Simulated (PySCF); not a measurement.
Structure with atom numbers: `[CH3:1][CH2:2][Ge:3]([CH3:4])([GeH3:5])[GeH3:6]`. Each H is labelled by its parent atom.

Geometry: PBE0-D3(BJ)/def2-SVP; GIAO absolute shieldings from PySCF 2.14, gas phase, non-relativistic, averaged over equivalent atoms.

At B3LYP/pcSseg-1 (244 basis functions, 97 s wall time on 1 thread of an Arm Neoverse N1, shared host):
| atoms | σ (ppm) |
| --- | --- |
| C2 | 163.5 |
| C1 | 165.9 |
| C4 | 179.8 |
| Ge3 | 1383.9 |
| Ge5/Ge6 | 1621.5 |
| H(Ge5)/H(Ge6) | 27.87 |
| H(C1) | 30.26 |
| H(C2) | 30.39 |
| H(C4) | 30.91 |

Problem. Predict the values at PBE0/pcSseg-1 on the same geometry.

Solution. 
| atoms | σ at PBE0/pcSseg-1 | change |
| --- | --- | --- |
| C2 | 171.0 | +7.5 |
| C1 | 171.6 | +5.7 |
| C4 | 185.9 | +6.1 |
| Ge3 | 1440.0 | +56.1 |
| Ge5/Ge6 | 1659.1 | +37.6 |
| H(Ge5)/H(Ge6) | 27.72 | -0.15 |
| H(C1) | 30.18 | -0.08 |
| H(C2) | 30.32 | -0.07 |
| H(C4) | 30.82 | -0.09 |

The largest change is at Ge3 (germanium bonded to 2 C, 2 Ge). Cost: 244 basis functions, 99 s wall time on 1 thread of an Arm Neoverse N1, shared host. The order of the carbon signals is the same at both levels.

Relativistic effects, spin–orbit coupling among them, are left out; they matter for Ge and for the light atoms bonded to it.
